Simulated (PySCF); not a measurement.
## Peak assignment

Molfile (atoms numbered from 1):
```
C3H4ClF3O
     RDKit          3D

 12 11  0  0  0  0  0  0  0  0999 V2000
   -1.9199    0.1048    0.0389 C   0  0  0  0  0  0  0  0  0  0  0  0
   -0.5660    0.5435    0.2351 O   0  0  0  0  0  0  0  0  0  0  0  0
    0.3810   -0.2781   -0.2211 C   0  0  0  0  0  0  0  0  0  0  0  0
    0.2649   -1.5380    0.2717 F   0  0  0  0  0  0  0  0  0  0  0  0
    0.2923   -0.4493   -1.5781 F   0  0  0  0  0  0  0  0  0  0  0  0
    1.7672    0.3091    0.1049 C   0  0  2  0  0  0  0  0  0  0  0  0
    2.7393   -0.4932   -0.3768 F   0  0  0  0  0  0  0  0  0  0  0  0
    1.9320    0.4597    1.8583 Cl  0  0  0  0  0  0  0  0  0  0  0  0
   -2.0999   -0.8240    0.5821 H   0  0  0  0  0  0  0  0  0  0  0  0
   -2.1241   -0.0366   -1.0235 H   0  0  0  0  0  0  0  0  0  0  0  0
   -2.5336    0.9047    0.4416 H   0  0  0  0  0  0  0  0  0  0  0  0
    1.8679    1.2968   -0.3591 H   0  0  0  0  0  0  0  0  0  0  0  0
  1  2  1  0
  2  3  1  0
  3  4  1  0
  3  5  1  0
  3  6  1  0
  6  7  1  0
  6  8  1  0
  1  9  1  0
  1 10  1  0
  1 11  1  0
  6 12  1  6
M  END
```

Theoretical values (PySCF 2.14.0 with density-fitted response routines): NMR shieldings at PBE0/pcSseg-1/GIAO, geometry: GFN2-xTB. One computed conformer, no solvent model, averaged over atoms made equivalent by symmetry, fast rotation or ring inversion, relativity neglected.

Scale: $^{13}$C (186.93 ppm), $^{1}$H (31.72 ppm) vs TMS (reference shieldings calculated alike).

Task: Assign these signals to the numbered atoms. $^{13}$C{$^{1}$H} NMR (computed): δ 128.6, 106.4, 52.9.

Result: 
```tsv
δ (ppm)	atoms	environment	reason
128.6	C3	fully substituted sp3 carbon bonded to 2 F and O	3 electronegative neighbours deshield it
106.4	C6	sp3 CH bonded to Cl and F	2 electronegative neighbours deshield it
52.9	C1	methyl carbon bonded to O	the inductive effect lowers its shielding
```

Task: Assign these signals to the numbered atoms. $^{1}$H NMR (400 MHz, computed): δ 6.17 (m, 1H), 3.95 (s, 3H).

Result: 
6.17 → H12, hydrogen on an sp3 CH bonded to Cl and F: its carbon carries Cl and F, hence the downfield position
3.95 → H9/H10/H11, hydrogen on a methyl carbon bonded to O: its carbon carries O, which withdraws density

Carbons that carry Cl, above all several Cl atoms, come out too deshielded, partly because spin–orbit coupling is missing. Splittings by $^{19}$F in the carbon and heteronuclear signals aren't shown, as no couplings were computed. Shifts are as computed. Against solution values, carbons near 30 ppm lie about +3 ppm off and those near 130 ppm about +5 ppm; carbons on Cl a further +6 ppm. Of 1211 compounds with measured shifts, 218 miss one by over three times the rms of a fit or turn the order of signals round; such compounds aren't used in these exercises. No couplings were computed; multiplicities are counted from neighbouring protons, with m where these are inequivalent, close in shift, in a saturated or five-membered ring or joined by F or P, and br s for small geminal =CH2 splittings.
